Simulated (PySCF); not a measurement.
## Dipole moment and polarisability of `CC(C)c1cscn1`

Species: C₆H₉NS.
Geometry (GFN2-xTB, Å), atoms numbered from 1 in this order:
```xyz
17
C6H9NS angstrom
C     -1.626    0.186    1.125
C     -0.817    0.185   -0.173
C     -1.015   -1.128   -0.932
C      0.636    0.367    0.142
C      1.430    1.391   -0.275
S      3.035    1.207    0.319
C      2.507   -0.256    1.094
N      1.277   -0.551    0.917
H     -2.682    0.041    0.911
H     -1.282   -0.617    1.771
H     -1.504    1.131    1.651
H     -1.141    1.021   -0.803
H     -0.460   -1.117   -1.867
H     -0.659   -1.957   -0.327
H     -2.069   -1.278   -1.154
H      1.171    2.231   -0.887
H      3.191   -0.844    1.672
```

Level: PBE0/def2-SVPD (PySCF), static field, nuclei fixed, core orbitals frozen in the response. The polarisability tensor in these axes (au):

```
x   114.43  11.70   4.59
y    11.70  88.61  -5.96
z     4.59  -5.96  78.96
```

Q: What are the eigenvalues, a third of the trace, and Δα (Δα² = ½Σ(αi − αj)² over the three pairs)?

A: Principal values 73.80, 89.14 and 119.06 au; mean 94.00 au = 13.93 Å³ = 15.50 × 10⁻⁴⁰ C²·m²/J; Δα = 39.87 au (42 % of the mean).

Q: What is the dipole moment, and where does it point?

A: (0.04, 0.94, -0.59) D, 1.11 D in size, pointing from the negative to the positive side. Measured along this direction, the outermost atoms are H14, H10 and H17 at the negative end and H16 at the positive end.

Q: Directions of the eigenvectors, and the extent of the frame along each?

A: Largest value along (0.94, 0.35, 0.06), where the nuclei span 5.72 Å; middle along (-0.26, 0.78, -0.57), 4.38 Å; least along (-0.24, 0.52, 0.82), 4.30 Å. 

Q: How large is μ²/3kT at 298 K beside α?

A: In Gaussian units μ²/3kT = 9.98 Å³ against 13.93 Å³, a ratio of 0.72; the Debye molar polarisation (4π/3)N_A(α + μ²/3kT) is 60.3 cm³/mol, leaving out the vibrational part.

Q: Give the eigenvalues of the traceless quadrupole moment Θ = ½Σq(3rr − r²1), origin at the centre of nuclear charge.

A: -4.83, -2.05, 6.88 D·Å. The values depend on the origin, since the dipole doesn't vanish. The electronic extent ⟨r²⟩ about the same centre is 1233 bohr², a root-mean-square distance of 2.25 Å for the 68 electrons.

Geometry: GFN2-xTB, one conformer, isolated molecule.
